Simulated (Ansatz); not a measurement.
```xyz
8

B     0.0483   -0.0074    0.8701
B    -0.0363   -0.0218   -0.8543
H     1.0037   -0.0365   -0.0325
H    -0.9939    0.0237   -0.0440
H    -0.0340    1.0579    1.5028
H    -0.0394   -1.0271    1.4480
H    -0.0403    1.0804   -1.4601
H    -0.0103   -1.0986   -1.4802
```

Basis set: STO-3G (spherical functions). Left uncorrelated: 2 orbitals. Charge 0, multiplicity 1.

Computed with Ansatz (development build ahead of 0.2.0); each method stands on the lowest determinant of its kind that the runs found. Restricted open shells among the atoms or ions are ROHF, correlated in semicanonical orbitals with singles.

The atomization energy at this shape (free ground-state atoms in the same class of orbitals less the molecule, no zero-point energy) of singlet B₂H₆:

| method | atomization energy |
| --- | --- |
| RHF-MP2 | 30.01 eV |

Question: What does RHF give?

Answer: 28.49 eV. Caution: the shape is not the minimum.

This basis has no polarisation functions and is too small for such energies, which can lie far from measured ones in either direction.
